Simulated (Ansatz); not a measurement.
Geometry optimisation, UKS PBE0-D4/6-31G in Ansatz 0.2.0.

The input (input.yaml):

```yaml
crystal:
  periodic: [false, false, false]
  atoms:
    - { symbol: Si, position_ang: [0.1178, 0.5603, 1.271] }
    - { symbol: C, position_ang: [-0.0857, -0.3276, -0.6962] }
    - { symbol: C, position_ang: [-1.1265, -1.4884, -0.6545] }
    - { symbol: C, position_ang: [1.489, 1.4339, 0.3446] }
    - { symbol: H, position_ang: [0.8826, 0.7067, -0.669] }
    - { symbol: H, position_ang: [0.1282, -0.4105, 2.3561] }
    - { symbol: Cl, position_ang: [-1.5291, 1.7048, 1.5875] }
    - { symbol: H, position_ang: [0.8126, -0.8302, -1.0665] }
    - { symbol: H, position_ang: [-0.5239, 0.3729, -1.4141] }
    - { symbol: H, position_ang: [-2.0755, -1.1293, -0.2641] }
    - { symbol: H, position_ang: [-0.7695, -2.2858, -0.0054] }
    - { symbol: H, position_ang: [-1.3032, -1.9098, -1.645] }
    - { symbol: H, position_ang: [2.498, 1.0856, 0.5298] }
    - { symbol: H, position_ang: [1.4852, 2.5174, 0.3257] }
magnetization:
  spin_polarized: true
basis:
  gaussian: { orbitals: "6-31G" }
hamiltonian:
  xc: pbe0
  dispersion: d4
relax:
  f_tol: 0.15
  max_steps: 25
  restrain:
    - { distance: [4, 1], at: 2.37, k: 30.0 }
    - { distance: [0, 1], at: 1.87, k: 30.0 }
    - { distance: [4, 3], at: 1.07, k: 30.0 }
```

Command:

```bash
$ ansatz run input.yaml --threads 2 --pin off --max-ram 3072MiB --backend cpu --events-out ev --progress --plain --runs-dir out
```

Q: Where does it end, and by what steps?

A: It converged. The restraints hold the end off the free minimum. Limits of this set-up: no polarisation functions. After 6 steps the energy has fallen by 3.795 eV (the restraints' own energy left out); H5 moved furthest, 0.79 Å.

| step | energy less start (eV) | largest force component (eV/Å) | accepted |
| --- | --- | --- | --- |
| 0 | 0.0000 | 4.406 | yes |
| 1 | -1.8230 | 3.236 | yes |
| 2 | -2.5907 | 3.192 | yes |
| 3 | -3.1831 | 2.546 | yes |
| 4 | -3.7125 | 0.636 | yes |
| 5 | -3.7813 | 0.687 | yes |
| 6 | -3.7950 | 0.736 | yes |

```xyz
14
Properties=species:S:1:pos:R:3
Si 0.134 0.438 0.970
C -0.228 -0.466 -0.638
C -1.273 -1.584 -0.619
C 1.556 1.502 0.332
H 1.452 1.245 -0.719
H 0.377 -0.424 2.175
Cl -1.584 1.698 1.494
H 0.744 -0.857 -0.975
H -0.513 0.314 -1.359
H -2.246 -1.219 -0.273
H -0.971 -2.403 0.044
H -1.417 -2.009 -1.619
H 2.538 1.190 0.699
H 1.431 2.575 0.489
```

The run took 17 s on 2 threads of Intel(R) Xeon(R) 6975P-C (Granite Rapids) (shared host), peak memory 0.28 GiB.
